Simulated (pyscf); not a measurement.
`[SiH3][Te][In]([Cl])[Cl]`, singlet

Gas-phase minimum from PySCF at ωB97X-D3(BJ)/def2-SVP, one conformer. 

```
Si
H 1 1.4842
H 1 1.4842 2 111.04
H 1 1.4882 2 110.32 3 -122.62
Te 1 2.4975 2 110.34 4 -114.73
In 5 2.6109 1 89.30 2 -62.00
Cl 6 2.3220 5 127.25 1 -179.43
Cl 6 2.3347 7 114.87 5 -179.96
```

Properties at ωB97X-D3(BJ)/def2-SVP:

Harmonic wavenumbers, unscaled: 32, 62, 90, 98, 102, 151, 222, 356, 380, 402, 579, 583, 908, 945, 952, 2272, 2291, 2300 cm⁻¹
Zero-point energy: 18.2 kcal/mol
Rotational symmetry number: 1
Entropy of this conformer at 298 K and 1 atm, rigid rotor and harmonic oscillator, modes under 100 cm⁻¹ raised to 100: 423.6 J/(mol K)
Dipole moment: 2.69 D

Single-point totals, which compare only within one level:

```tsv
level	total energy (hartree)
ωB97X-D3(BJ)/def2-TZVP	-1670.27582
PBE/def2-TZVP	-1669.52110
r²SCAN/def2-TZVP	-1670.15069
B3LYP-D3(BJ)/def2-TZVP	-1670.28581
PBE0-D3(BJ)/def2-TZVP	-1669.65685
M06-2X/def2-TZVP	-1669.85806
ωB97M-D3(BJ)/def2-TZVP	-1670.29411
```

The lowest mode is so soft that the shape along it may change with the basis. Soft torsions are taken as harmonic, which can shift the entropy by several J/(mol K). Elements past Kr carry the def2 core potentials, without spin-orbit coupling.
